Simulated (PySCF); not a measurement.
Stretching ScO

Set-up: PySCF, spin-free X2C with a Gaussian nucleus, basis sets Sc x2c-TZVPPall, O x2c-TZVPPall. Energies in eV from Sc (3d1 4s2) + O in their ground configurations at the same level. State: ²Σ⁺ (doublet), unpaired electrons σ ↑.

```json
{"R (Å)": "1.419", "M06-2X": "-4.698", "ωB97M-V": "-4.913", "LDA": "-7.398"}
{"R (Å)": "1.485", "M06-2X": "-5.652", "ωB97M-V": "-5.851", "LDA": "-8.303"}
{"R (Å)": "1.551", "M06-2X": "-6.207", "ωB97M-V": "-6.394", "LDA": "-8.819"}
{"R (Å)": "1.601", "M06-2X": "-6.414", "ωB97M-V": "-6.596", "LDA": "-9.005"}
{"R (Å)": "1.650", "M06-2X": "-6.478", "ωB97M-V": "-6.657", "LDA": "-9.056"}
{"R (Å)": "1.700", "M06-2X": "-6.426", "ωB97M-V": "-6.604", "LDA": "-8.998"}
{"R (Å)": "1.766", "M06-2X": "-6.217", "ωB97M-V": "-6.397", "LDA": "-8.794"}
{"R (Å)": "1.848", "M06-2X": "-5.820", "ωB97M-V": "-5.980", "LDA": "-8.395"}
{"R (Å)": "1.947", "M06-2X": "-5.187", "ωB97M-V": "-5.331", "LDA": "-7.789"}
{"R (Å)": "2.079", "M06-2X": "-4.217", "ωB97M-V": "-4.342", "LDA": "-6.891"}
```

Put a parabola through the three lowest points of the M06-2X curve and estimate Re, k and ωe (reduced mass 11.8 u; 1 eV/Å² = 0.16022 mdyn/Å; ωe = 1302.8·√(k/μ) cm⁻¹).

Through R = 1.601, 1.65, 1.7 Å the second-order coefficient is 23.7 eV/Å², so Re ≈ 1.653 Å, k ≈ 7.59 mdyn/Å and ωe ≈ 1045 cm⁻¹. A polynomial fit of higher order to the unrounded M06-2X energies gives Re = 1.650 Å, k = 7.63 mdyn/Å, ωe = 1048 cm⁻¹; anharmonicity and rounding make the difference.

The higher-order fit for each curve: M06-2X: Re = 1.650 Å, ωe = 1048 cm⁻¹, De = 6.48 eV; ωB97M-V: Re = 1.650 Å, ωe = 1032 cm⁻¹, De = 6.66 eV; LDA: Re = 1.647 Å, ωe = 1014 cm⁻¹, De = 9.06 eV.

The metal atom is held in its measured ground configuration; semilocal functionals can put another filling of s and d lower by some tenths of an eV, and De to that atom would be smaller. The state is the lowest single determinant that the PBE0 search found; with open d or f shells the true ground state can be another one.
